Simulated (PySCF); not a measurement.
PySCF input for CH7NSi3, SMILES [SiH3][Si@H]1N=C[SiH2]1, PBE-D3(BJ)/def2-SVP. Geometry: PBE-D3(BJ)/def2-SVP. The structure was generated by enumeration; whether it is a known compound was not checked.

```python
import numpy as np
from pyscf import gto, scf, dft, df
from pyscf.hessian import thermo

mol = gto.M(
    atom='''
    Si    2.21392449    0.78012218    0.05538981
    Si    0.37800286   -0.68058411    0.20098079
    N    -0.83288349   -0.09395548    1.44758294
    C    -1.85993434    0.21964998    0.71683186
    Si   -1.51957519   -0.24280047   -1.13555019
    H     1.71212902    2.17535106   -0.20275265
    H     3.02719759    0.77336262    1.32197964
    H     3.09424040    0.36008746   -1.09266135
    H     0.83126128   -2.09473557    0.46182362
    H    -2.76678343    0.66320241    1.19639231
    H    -2.35177568   -1.39343632   -1.64620857
    H    -1.56940923    0.86163052   -2.16413038
    ''',
    basis='def2-SVP',
    charge=0,
    spin=0,
    max_memory=1600,
    verbose=3,
)
mf = dft.RKS(mol, xc='pbe').density_fit(auxbasis='def2-universal-jkfit')
mf.disp = 'd3bj'
mf.grids.level = 3
mf.conv_tol = 1e-11
mf.max_cycle = 100
mf.kernel()

# [left out here: the lines that compute and print the analytic Hessian (its translational invariance restored by hand, since the grid's response is missing), thermochemistry and intensities]
```

Program output:

```
converged SCF energy = -964.591779000612

WARN: DFTD3 does not support analytical Hessian, using finite difference


WARN: Mole.unit (angstrom) is changed to Bohr

Mode                                 0                   1                   2
Irrep
Freq [cm^-1]                       70.3267             90.7815             99.8292
Reduced mass [au]                   4.0178              1.3850              1.8660
Force const [Dyne/A]                0.0117              0.0067              0.0110
Char temp [K]                     101.1845            130.6144            143.6321
Normal mode                   x     y     z       x     y     z       x     y     z
       0  Si                -0.09  0.02 -0.00    0.01  0.00  0.04   -0.01 -0.00 -0.06
       1  Si                 0.01 -0.09  0.01    0.01  0.00 -0.06   -0.00 -0.00  0.06
       2   N                 0.03 -0.04  0.00    0.05  0.01 -0.02   -0.05 -0.04  0.03
       3   C                 0.08  0.11 -0.01    0.03  0.02  0.01   -0.04 -0.06  0.01
       4  Si                 0.04  0.02  0.00   -0.05 -0.01  0.01    0.05  0.05 -0.00
       5   H                -0.22 -0.03 -0.03    0.07 -0.05 -0.36   -0.01 -0.07 -0.43
       6   H                -0.09  0.12  0.00   -0.33  0.26  0.26   -0.11  0.31  0.01
       7   H                -0.04  0.09  0.01    0.33 -0.21  0.36    0.08 -0.26  0.11
       8   H                 0.03 -0.08  0.00    0.02  0.00 -0.07   -0.01 -0.00  0.05
       9   H                 0.14  0.24 -0.03    0.05  0.04  0.04   -0.07 -0.12 -0.00
      10   H                -0.05  0.03  0.12   -0.06 -0.05  0.10    0.06  0.13 -0.18
      11   H                 0.09 -0.06 -0.09   -0.11 -0.06 -0.03    0.14  0.16  0.11
Mode                                 3                   4                   5
Irrep
Freq [cm^-1]                      200.3391            343.4393            395.8411
Reduced mass [au]                   2.1189              4.5163              1.2686
Force const [Dyne/A]                0.0501              0.3139              0.1171
Char temp [K]                     288.2433            494.1328            569.5272
Normal mode                   x     y     z       x     y     z       x     y     z
       0  Si                -0.03 -0.01  0.01    0.09  0.06 -0.00    0.01 -0.03  0.01
       1  Si                 0.00 -0.04 -0.02    0.02 -0.08  0.04    0.03 -0.01  0.01
       2   N                 0.09  0.15 -0.02   -0.05 -0.02 -0.03    0.00  0.05 -0.04
       3   C                -0.00 -0.06  0.02   -0.03  0.02 -0.03   -0.04 -0.04 -0.01
       4  Si                -0.00 -0.01 -0.00   -0.08  0.01 -0.01    0.00  0.05  0.01
       5   H                -0.16 -0.04  0.08   -0.05  0.01 -0.01   -0.41 -0.18 -0.03
       6   H                -0.09  0.00  0.05    0.13  0.16 -0.03    0.10  0.28 -0.05
       7   H                 0.05  0.15  0.02    0.08  0.12 -0.03    0.01  0.18 -0.06
       8   H                -0.10 -0.05  0.10    0.01 -0.07  0.15   -0.28 -0.12 -0.02
       9   H                -0.01 -0.10  0.03   -0.00  0.07 -0.03   -0.09 -0.16  0.02
      10   H                -0.07  0.19 -0.35   -0.22  0.14 -0.08    0.24 -0.22  0.22
      11   H                 0.21  0.24  0.26    0.03  0.07  0.05   -0.38 -0.10 -0.13
Mode                                 6                   7                   8
Irrep
Freq [cm^-1]                      412.7006            454.4840            484.3317
Reduced mass [au]                   4.1684              3.6251              1.3128
Force const [Dyne/A]                0.4183              0.4412              0.1814
Char temp [K]                     593.7843            653.9014            696.8455
Normal mode                   x     y     z       x     y     z       x     y     z
       0  Si                -0.03 -0.02  0.02   -0.05 -0.02  0.02    0.02  0.02  0.05
       1  Si                 0.03  0.03  0.07    0.10 -0.00 -0.01   -0.04 -0.00 -0.05
       2   N                 0.08 -0.01  0.02   -0.03  0.01 -0.10    0.01  0.00 -0.00
       3   C                 0.09 -0.03  0.01   -0.05  0.01 -0.06    0.00  0.02  0.02
       4  Si                -0.06  0.01 -0.10   -0.02  0.02  0.07    0.01 -0.03  0.02
       5   H                 0.02 -0.02 -0.08    0.14  0.03 -0.06   -0.03 -0.05 -0.23
       6   H                 0.13  0.06 -0.08    0.06 -0.09 -0.05    0.43  0.33 -0.22
       7   H                -0.19 -0.18 -0.04   -0.19 -0.25 -0.01   -0.36 -0.27 -0.14
       8   H                 0.09  0.04  0.06    0.26  0.07  0.11   -0.12 -0.06 -0.20
       9   H                 0.09 -0.02  0.01   -0.03  0.02 -0.04    0.04  0.11  0.01
      10   H                -0.11  0.01 -0.02   -0.01  0.05 -0.02    0.10 -0.02 -0.16
      11   H                -0.24  0.06 -0.03   -0.03  0.05  0.09    0.14  0.04  0.08
Mode                                 9                  10                  11
Irrep
Freq [cm^-1]                      523.5066            554.1780            590.9370
[...]
Freq [cm^-1]                      896.0825            897.4729            900.6926
Reduced mass [au]                   1.0895              1.0378              1.0348
Force const [Dyne/A]                0.5155              0.4925              0.4946
Char temp [K]                    1289.2632           1291.2637           1295.8961
Normal mode                   x     y     z       x     y     z       x     y     z
       0  Si                 0.00 -0.01  0.00   -0.02  0.02 -0.01    0.00 -0.01 -0.03
       1  Si                -0.01 -0.00 -0.00   -0.01  0.00 -0.00    0.00 -0.00 -0.01
       2   N                 0.00  0.00  0.02    0.00 -0.00  0.01   -0.00  0.00  0.00
       3   C                 0.03  0.00 -0.03    0.01 -0.00 -0.01   -0.00 -0.00  0.00
       4  Si                 0.01  0.00  0.04    0.00  0.00  0.01    0.00 -0.00 -0.00
       5   H                 0.11  0.03 -0.01   -0.31 -0.07  0.11    0.04  0.14  0.71
       6   H                -0.11  0.11  0.07    0.42 -0.27 -0.28   -0.10  0.51  0.05
       7   H                -0.11  0.09 -0.12    0.42 -0.29  0.44   -0.03 -0.38  0.10
       8   H                 0.00  0.00 -0.01    0.03  0.02  0.01   -0.02  0.00  0.05
       9   H                -0.05 -0.11 -0.09   -0.00 -0.01 -0.03   -0.00  0.01 -0.01
      10   H                -0.08  0.31 -0.56   -0.03  0.09 -0.16   -0.01 -0.00  0.02
      11   H                -0.34 -0.38 -0.37   -0.10 -0.11 -0.11   -0.01  0.02  0.02
Mode                                21                  22                  23
Irrep
Freq [cm^-1]                     1242.5926           1539.3599           2120.9814
Reduced mass [au]                   1.2236             11.0752              1.0316
Force const [Dyne/A]                1.1132             15.4626              2.7343
Char temp [K]                    1787.8140           2214.7962           3051.6200
Normal mode                   x     y     z       x     y     z       x     y     z
       0  Si                -0.00 -0.00 -0.00   -0.00  0.00  0.00    0.00  0.00 -0.00
       1  Si                 0.00  0.00  0.01    0.00  0.00  0.00   -0.00 -0.00 -0.00
       2   N                 0.06 -0.03 -0.03    0.15 -0.04  0.10    0.00  0.00  0.00
       3   C                -0.03  0.03  0.09   -0.16  0.05 -0.12    0.00 -0.00 -0.00
       4  Si                -0.00 -0.00 -0.00   -0.00  0.00 -0.00    0.01 -0.00  0.03
       5   H                 0.00 -0.00 -0.00   -0.00  0.00  0.00    0.01 -0.03  0.01
       6   H                -0.00 -0.01  0.00    0.00  0.00 -0.00   -0.01  0.00 -0.02
       7   H                 0.01  0.01  0.00   -0.00 -0.01 -0.00   -0.02  0.01  0.02
       8   H                 0.00 -0.00 -0.04   -0.01  0.00  0.02   -0.01  0.05 -0.01
       9   H                -0.47  0.07 -0.76   -0.07  0.03  0.08    0.01 -0.01  0.00
      10   H                -0.02 -0.01  0.02    0.01 -0.00 -0.01   -0.31 -0.45 -0.18
      11   H                -0.00  0.03  0.02    0.01 -0.01 -0.01   -0.01  0.59 -0.53
Mode                                24                  25                  26
Irrep
Freq [cm^-1]                     2136.9554           2143.4455           2149.2372
Reduced mass [au]                   1.0435              1.0494              1.0209
Force const [Dyne/A]                2.8076              2.8406              2.7785
Char temp [K]                    3074.6031           3083.9408           3092.2739
Normal mode                   x     y     z       x     y     z       x     y     z
       0  Si                 0.00 -0.00 -0.00    0.00 -0.00 -0.00    0.02  0.01 -0.01
       1  Si                -0.01  0.03 -0.00   -0.00  0.02 -0.00    0.00 -0.01  0.00
       2   N                 0.00  0.00 -0.00   -0.00 -0.00 -0.00    0.00  0.00  0.00
       3   C                -0.00  0.00  0.00   -0.00  0.00 -0.00    0.00 -0.00 -0.00
       4  Si                -0.01 -0.02  0.00    0.01  0.03 -0.00   -0.00 -0.00 -0.00
       5   H                 0.01 -0.01  0.00   -0.00  0.02 -0.00    0.17 -0.45  0.08
       6   H                -0.06  0.00 -0.11   -0.06  0.00 -0.09   -0.26  0.01 -0.42
       7   H                -0.09  0.05  0.13   -0.08  0.04  0.11   -0.38  0.19  0.51
       8   H                 0.24 -0.77  0.14    0.14 -0.44  0.08   -0.06  0.22 -0.04
       9   H                -0.00 -0.01  0.00    0.00 -0.00  0.00   -0.00 -0.00  0.00
      10   H                 0.21  0.29  0.13   -0.38 -0.53 -0.23    0.03  0.04  0.02
      11   H                -0.01  0.23 -0.22    0.02 -0.35  0.33    0.00 -0.02  0.02
Mode                                27                  28                  29
Irrep
Freq [cm^-1]                     2164.8238           2169.6718           2936.8073
Reduced mass [au]                   1.0503              1.0515              1.0884
Force const [Dyne/A]                2.9002              2.9164              5.5308
Char temp [K]                    3114.6994           3121.6746           4225.4119
Normal mode                   x     y     z       x     y     z       x     y     z
       0  Si                -0.01  0.02  0.03   -0.02  0.03 -0.02    0.00  0.00  0.00
       1  Si                -0.00  0.00  0.00   -0.00  0.00 -0.00    0.00 -0.00 -0.00
       2   N                 0.00 -0.00 -0.00    0.00 -0.00 -0.00    0.00 -0.00  0.00
       3   C                 0.00 -0.00  0.00    0.00 -0.00  0.00   -0.07  0.03  0.04
       4  Si                 0.00  0.00 -0.00    0.00  0.00 -0.00    0.00 -0.00 -0.00
       5   H                 0.12 -0.32  0.07    0.25 -0.72  0.13   -0.00 -0.00  0.00
       6   H                -0.33  0.01 -0.50    0.31  0.01  0.48   -0.00 -0.00 -0.00
       7   H                 0.40 -0.19 -0.52    0.05 -0.02 -0.08   -0.00 -0.00  0.00
       8   H                 0.01 -0.04  0.01    0.04 -0.11  0.02   -0.00  0.00  0.00
       9   H                -0.00  0.00 -0.00    0.00 -0.00  0.00    0.77 -0.38 -0.41
      10   H                -0.01 -0.01 -0.00   -0.01 -0.02 -0.01    0.00  0.00  0.00
      11   H                 0.00 -0.01  0.00    0.00 -0.02  0.02   -0.00 -0.00  0.01
temperature 298.1500 [K]
pressure 101325.00 [Pa]
Rotational constants [GHz] 4.33582 1.46618 1.28919
Symmetry number 1
Zero-point energy (ZPE) 0.06836 [Eh]   179479.229 [J/mol]
                           tot       elec      trans        rot        vib
Entropy [J/mol/K]       376.025      0.000    168.173    117.417     90.435
Cv [J/mol/K]            127.547      0.000     12.472     12.472    102.603
Cp [J/mol/K]            135.861      0.000     20.786     12.472    102.603
Internal energy [J/mol]                      3718.434   3718.434 194308.962
Internal energy [Eh]   -964.51494  -964.59178
Enthalpy [J/mol]                             6197.391   3718.434 194308.962
Enthalpy [Eh]          -964.51399
Gibbs free energy [J/mol]                  -43943.449 -31289.474 167345.865
Gibbs free energy [Eh] -964.55670
mode   freq/cm-1   IR/(km/mol)
   1       70.33         0.065
   2       90.78         0.296
   3       99.83         0.161
   4      200.34        14.025
   5      343.44         3.073
   6      395.84        13.395
   7      412.70         5.260
   8      454.48         8.358
   9      484.33         9.678
  10      523.51         9.353
  11      554.18         8.679
  12      590.94        27.904
  13      643.89        15.295
  14      676.27       101.855
  15      727.19        47.850
  16      744.22       109.238
  17      824.36       220.474
  18      871.83        18.504
  19      896.08        77.653
  20      897.47        19.657
  21      900.69        36.269
  22     1242.59         7.944
  23     1539.36        38.695
  24     2120.98       113.754
  25     2136.96        17.235
  26     2143.45       135.174
  27     2149.24        54.501
  28     2164.82        73.515
  29     2169.67        87.152
  30     2936.81        68.188
max |gradient| / (hartree/bohr): 4.486647352260653e-05
APT charges: [ 0.6361  0.6506 -0.6199  0.0797  0.6209 -0.2073 -0.225  -0.2172 -0.2412
 -0.0298 -0.2216 -0.2254]
```

The calculation finished and met its thresholds.

Cost: very roughly 2.6 core-minutes.
